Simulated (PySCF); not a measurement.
## Spin states of BI

Unrestricted PBE0; PySCF, scalar-relativistic core potentials, basis sets B def2-TZVPP, I def2-TZVPP with ECP28. Outer shells of the fragments: B 2s2 2p1; I 4d10 5s2 5p5.

Followed along the bond (rough minima from three points):

```csv
2Ms+1,unpaired,⟨S²⟩ at the start,R at minimum (Å),Te (eV)
1,none,0.00,2.14,0.00
3,"σ ↑, π ↑",2.01,2.06,1.70
```

Solutions found at the starting distance of 2.125 Å, counted from the lowest of them; the search is not exhaustive and high or unbound solutions are not listed, so other states can lie among these:

```json
{"2Ms+1": "1", "unpaired": "none", "term": "¹Σ⁺", "E (eV)": "0.00", "⟨S²⟩": "0.00", "⟨Lz²⟩": "0.00", "μ (D)": "1.44"}
{"2Ms+1": "3", "unpaired": "σ ↑, π ↑", "term": "³Π", "E (eV)": "1.73", "⟨S²⟩": "2.01", "⟨Lz²⟩": "1.01", "μ (D)": "0.29"}
{"2Ms+1": "1", "unpaired": "σ ↑, π ↓", "term": "mixed", "E (eV)": "2.42", "⟨S²⟩": "1.01", "⟨Lz²⟩": "1.01", "μ (D)": "0.80"}
{"2Ms+1": "3", "unpaired": "π ↑↑", "term": "mixed", "E (eV)": "4.40", "⟨S²⟩": "2.01", "⟨Lz²⟩": "2.01", "μ (D)": "4.38"}
{"2Ms+1": "3", "unpaired": "π ↑↑", "term": "mixed", "E (eV)": "4.66", "⟨S²⟩": "2.01", "⟨Lz²⟩": "2.02", "μ (D)": "4.32"}
{"2Ms+1": "1", "unpaired": "π ↑↓", "term": "mixed", "E (eV)": "4.69", "⟨S²⟩": "1.01", "⟨Lz²⟩": "2.02", "μ (D)": "4.30"}
{"2Ms+1": "3", "unpaired": "σ ↑↑", "term": "³Σ⁺", "E (eV)": "5.13", "⟨S²⟩": "2.01", "⟨Lz²⟩": "0.00", "μ (D)": "-1.99"}
{"2Ms+1": "1", "unpaired": "π ↑↓", "term": "mixed", "E (eV)": "5.84", "⟨S²⟩": "1.01", "⟨Lz²⟩": "2.02", "μ (D)": "-0.01"}
{"2Ms+1": "1", "unpaired": "σ ↑, π ↑↓↓", "term": "mixed", "E (eV)": "6.77", "⟨S²⟩": "2.01", "⟨Lz²⟩": "3.02", "μ (D)": "4.11"}
{"2Ms+1": "3", "unpaired": "σ ↑, π ↑", "term": "³Π", "E (eV)": "7.02", "⟨S²⟩": "2.01", "⟨Lz²⟩": "1.02", "μ (D)": "1.82"}
```

A term symbol is given only where ⟨S²⟩ and ⟨Lz²⟩ are close to those of a pure state; real π, δ and φ orbitals otherwise mix terms. A positive dipole means B(−)I(+).

Spin–orbit coupling is left out. Counting both spins, an empty level lies below a filled one in some of these solutions, because spin and occupation are held.
